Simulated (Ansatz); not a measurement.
C$_{2}$H$_{2}$FI (`F/C=C\I`), relaxed with RKS PBE-D4/def2-SVP in Ansatz from a rough embedded geometry. The force threshold is 0.03 eV/Å; the program also tests the step.

The species carries charge 0 and has multiplicity 1. I: def2 effective core potential.

Start:

```xyz
6

F     1.420    0.889   -0.538
C     0.443    0.540    0.322
C    -0.517   -0.417    0.020
I    -0.601   -1.385   -1.784
H     0.509    1.025    1.231
H    -1.253   -0.651    0.748
```

(1) How much energy does the relaxation release, and in how many steps? (Best estimate.)

(2) Which bonds change most? (An estimate is asked.)

(3) Give the relaxed structure. (Best estimate.)

## Answers

(1) The calculation gave: 19.46 kJ/mol, in 5 steps, 2 of them rejected.

(2) Ansatz gave: C2–H5 from 1.033 to 1.104 Å; C2–C3 from 1.389 to 1.341 Å; C3–I4 from 2.049 to 2.094 Å; C3–H6 from 1.061 to 1.098 Å.

(3) Ansatz gave: 
```xyz
6

F     1.413    0.882   -0.548
C     0.450    0.519    0.302
C    -0.493   -0.392    0.021
I    -0.606   -1.402   -1.809
H     0.497    1.043    1.272
H    -1.261   -0.650    0.762
```
